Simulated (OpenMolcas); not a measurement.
# N2+, P2+, As2+, Sb2+, Bi2+: ns2 np down the group

```
Program             : OpenMolcas 26.06
Method              : XMS-RASPT2, IPEA 0.25 Eh, imaginary shift 0.1 Eh
Basis               : ANO-RCC-VTZP
Scalar Hamiltonian  : DKH2, point nucleus
Spin-orbit coupling : RASSI with atomic mean-field integrals over the reference wave functions, term energies averaged over their components
```

Active space for each ion: 3 electrons in 9 orbitals (RAS2 s p; RAS3 d, at most 2 electrons); closed shells correlated by CASPT2: N2+ 1s; P2+ 2s 2p; As2+ 3d; Sb2+ 4d; Bi2+ 5d.

Computed levels in cm-1 above 2P* 1/2:

| Level | N2+ | P2+ | As2+ | Sb2+ | Bi2+ |
| --- | --- | --- | --- | --- | --- |
| 2P* 3/2 | 157 | 488 | 2650 | 5870 | 18340 |
| weight of 2P* in the lowest level (%) | 100 | 100 | 100 | 100 | 100 |

Measured, with the error of the calculation in %. Measured levels: N2+ from Moore, Selected Tables of Atomic Spectra, NSRDS-NBS 3, section 5; P2+ from Martin, Zalubas and Musgrove, J. Phys. Chem. Ref. Data 14, 751 (1985); As2+ from Moore, Atomic Energy Levels, vol. II, NSRDS-NBS 35 (1971 reprint of NBS Circular 467, 1952); Sb2+, Bi2+ from Moore, Atomic Energy Levels, vol. III, NSRDS-NBS 35 (1971 reprint of NBS Circular 467, 1958).

| Level | N2+ | P2+ | As2+ | Sb2+ | Bi2+ |
| --- | --- | --- | --- | --- | --- |
| 2P* 3/2 | 174 (-10.1) | 559 (-12.7) | 2940 (-9.9) | 6576 (-10.7) | 20788 (-11.8) |

The fine-structure level 2P* 3/2 changes by a factor of 117 from N2+ to Bi2+.

CASPT2 breaks the degeneracy within a term, and the mean is taken; among the terms shown or strongly mixed into the levels shown the widest spread is 14 cm-1 (4s2 4p 2P*, As2+). Active for correlation alone: 3d; no level in the range computed is led by a configuration that fills it, so any true level of that kind is missing (holds for N2+; P2+). Active for correlation alone: 4d; no level in the range computed is led by a configuration that fills it, so any true level of that kind is missing (holds for As2+). Active for correlation alone: 5d; no level in the range computed is led by a configuration that fills it, so any true level of that kind is missing (holds for Sb2+). The run also gave levels led by 6s 6p 6d, which use shells meant for correlation; these and all levels above them are left out (holds for Bi2+). Measured partners are found by configuration, term and J. A level has none where our copy of the source lacks it or the pairing is in doubt (some pairs that miss far off the trend of their configuration count as doubtful), and it then counts in no deviation. Only configurations of the active space appear.

* marks odd parity.
